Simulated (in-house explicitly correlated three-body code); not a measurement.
Computed with an exponentially correlated three-body code. Model: two electrons around a point charge, non-relativistic, variational in 260 exponentially correlated functions (energies converged to about 1e-7 hartree, or 1e-8 relative for large Z).

Command:
```bash
python run_hyl.py task.json out
```
Settings (lengths in bohr, energies in hartree):
```
Z                      5
screening              1.5
interaction_strength   1
functions              260
states_tried           13
```

Run time, properties included: 29 s on 1 thread of Intel(R) Xeon(R) 6975P-C (Granite Rapids) (shared host).

**Those bound S and P states to n = 4 that converged, binding against the one-electron ion.**

Given: nuclear charge 5; Yukawa screening of all interactions 1.5 1/bohr.

Computed: one-electron threshold -6.44096466 hartree.

```csv
term,energy (hartree),binding (eV)
1 1S,-11.1799434,128.95
```

**Converged states only, values per electron or pair (inverse distances are <exp(-kr)/r>).**

```
term  mean r (bohr)  mean r squared (bohr²)  mean inverse r (1/bohr)  mean r12 (bohr)  mean inverse r12 (1/bohr)  mean cosine  mean p1 dot p2 (bohr⁻²)  delta r1 (bohr⁻³)  delta r12 (bohr⁻³)
1 1S        0.35018                  0.1684                   3.2473          0.52185                     1.5676    -0.023988                   0.4424             31.108              2.7795
```

**Static dipole response.**

```json
{"state": "1 1S", "polarisability (bohr³)": "0.028939"}
```
